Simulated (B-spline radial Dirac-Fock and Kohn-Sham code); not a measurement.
ΔSCF core binding energies without Breit or QED terms, calculated with an atomic code on a B-spline grid.

A sound run for atomic neon in the configuration [He] 2s2 2p6: The ground state converged in 9 iterations, with total energy -128.69193 Ha, virial ratio 1.99775 and highest orbital energy -23.08 eV. ΔSCF binding energies: K (1s) 869.8 eV, L3 (2p3/2) 19.79 eV. Holes are computed only in closed shells, and unreliable hole states are left out.

A second run, with one unsound setting: The ground state converged in 12 iterations, with total energy -177.45891 Ha, virial ratio 1.17107 and highest orbital energy -11.79 eV. ΔSCF binding energies: K (1s) 808.0 eV, L3 (2p3/2) 9.31 eV. Holes are computed only in closed shells, and unreliable hole states are left out.

```
iter   energy (Ha)        error
   1     -165.07881319  1.41e+00
   2     -168.87795334  6.69e-01
   3     -177.30057201  1.35e-01
   4     -177.42241969  5.91e-02
   5     -177.45781627  1.71e-02
   6     -177.45879152  4.13e-03
   7     -177.45890299  9.02e-04
   8     -177.45890800  2.63e-04
   9     -177.45890888  8.04e-05
  12     -177.45890893  8.31e-08
```

Q: Which fault fits the second run best?
A. overfilled shell
B. damping too heavy
C. box too small
D. speed of light below Z

A: D. The input had c_factor = 0.0418: c_factor makes c so small that Zα exceeds 1, so any numbers that come out have no meaning.
